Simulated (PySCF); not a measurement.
C2H10OSi2.
Bonds: C1–O2, O2–C3, C3–Si4, Si4–Si5. Hydrogens: H6, H7, H8 on C1; H9, H10 on C3; H11, H12 on Si4; H13, H14, H15 on Si5.

The same species was optimised twice, with GFN2-xTB and with PBE0-D3(BJ)/def2-SVP (PySCF), and the same property calculations (PySCF, gas phase) were run on both structures.

```csv
coordinate,GFN2-xTB,PBE0-D3(BJ)/def2-SVP,change
Si4–Si5 (Å),2.309,2.341,+0.032
Si5–H15 (Å),1.463,1.493,+0.030
Si5–H14 (Å),1.469,1.497,+0.028
Si5–H13 (Å),1.469,1.497,+0.028
Si4–H12 (Å),1.470,1.496,+0.026
Si4–H11 (Å),1.473,1.498,+0.025
O2–C3 (Å),1.416,1.403,-0.013
C3–H9 (Å),1.098,1.110,+0.012
C3–H10 (Å),1.099,1.111,+0.012
C1–H8 (Å),1.089,1.099,+0.010
C1–H7 (Å),1.098,1.108,+0.010
C1–H6 (Å),1.098,1.108,+0.010
C3–Si4 (Å),1.909,1.902,-0.007
C1–O2 (Å),1.401,1.395,-0.006
Si5–Si4–H11 (°),117.0,111.6,-5.4
C3–Si4–H12 (°),106.7,110.8,+4.1
Si5–Si4–H12 (°),115.0,111.0,-4.0
Si4–C3–H10 (°),112.7,109.1,-3.6
Si4–Si5–H14 (°),112.5,109.1,-3.4
Si4–Si5–H15 (°),114.1,110.8,-3.3
O2–C3–Si4 (°),103.5,106.8,+3.3
H11–Si4–H12 (°),105.1,108.1,+3.0
C1–O2–C3–Si4 (°),179,178,-1
O2–C3–Si4–Si5 (°),-41,-45,-4
```

Rotational constants: A = 4466, B = 1687, C = 1303 MHz (GFN2-xTB) against A = 4537, B = 1608, C = 1265 MHz (PBE0-D3(BJ)/def2-SVP). Point groups within 0.08 Å: C1 and C1. Atoms that the bonding makes alike are paired by their places after alignment.

On the GFN2-xTB structure: lowest singlet, TDDFT (eV) 7.04 [CAM-B3LYP/def2-SVPD]; isotropic polarisability (au) 87.9 [CAM-B3LYP/def2-SVPD]; HOMO (eV) -9.15 [CAM-B3LYP/def2-SVPD]; LUMO (eV) 1.03 [CAM-B3LYP/def2-SVPD]; dipole (D) 1.66 [CAM-B3LYP/def2-SVPD].

Task: What do these properties become on the PBE0-D3(BJ)/def2-SVP structure?

Result: 
```tsv
property	level	on GFN2-xTB	on PBE0-D3(BJ)/def2-SVP	change
lowest singlet, TDDFT (eV)	CAM-B3LYP/def2-SVPD	7.04	7.09	+0.05
isotropic polarisability (au)	CAM-B3LYP/def2-SVPD	87.9	90.1	+2.2
HOMO (eV)	CAM-B3LYP/def2-SVPD	-9.15	-9.18	-0.03
LUMO (eV)	CAM-B3LYP/def2-SVPD	1.03	1.08	+0.05
dipole (D)	CAM-B3LYP/def2-SVPD	1.66	1.75	+0.09
energy, GFN2-xTB geometry as zero (kcal/mol)	CAM-B3LYP/def2-SVPD	0.0	-2.1	-2.1
```

The heavy atoms differ by 0.054 Å rms after alignment (one structure mirrored). Among all bonds Si4–Si5 changes most (+0.032 Å). Changes are differences of the printed values. Neither structure is proved a minimum here.

Conformer computed: `[CH3:1][O:2][CH2:3][SiH2:4][SiH3:5]`: C1–O2–C3–Si4 178°, O2–C3–Si4–Si5 -45°.
